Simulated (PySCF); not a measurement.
siletan-1-amine (C₃H₉NSi), SMILES C1C[SiH](N)C1. Geometry optimised at PBE-D3(BJ)/def2-SVP. The values are those of a single conformer.

Computed equilibrium geometry at PBE-D3(BJ)/def2-SVP (PySCF confirms it by a frequency run) as bond lengths and angles (one conformer of several):
Atoms: N1 Si2 C3 C4 C5 H6 H7 H8 H9 H10 H11 H12 H13 H14. Bonded distances (Å): N1–Si2 1.739, N1–H6 1.022, N1–H7 1.022, Si2–C3 1.916, Si2–C5 1.904, Si2–H8 1.507, C3–C4 1.561, C3–H9 1.108, C3–H10 1.112, C4–C5 1.562, C4–H11 1.111, C4–H12 1.111, C5–H13 1.107, C5–H14 1.112. Angles (°): Si2–N1–H6 121.0, Si2–N1–H7 120.0, H6–N1–H7 110.9, N1–Si2–C3 125.8, N1–Si2–C5 120.3, N1–Si2–H8 105.2, C3–Si2–C5 78.1, C3–Si2–H8 112.1, C5–Si2–H8 113.9, Si2–C3–C4 86.2, Si2–C3–H9 122.5, Si2–C3–H10 110.7, C4–C3–H9 116.9, C4–C3–H10 110.7, H9–C3–H10 108.1, C3–C4–C5 100.8, C3–C4–H11 114.8, C3–C4–H12 109.9, C5–C4–H11 114.8, C5–C4–H12 109.8, H11–C4–H12 106.7, Si2–C5–C4 86.6, Si2–C5–H13 122.2, Si2–C5–H14 110.5, C4–C5–H13 117.1, C4–C5–H14 110.8, H13–C5–H14 108.1.
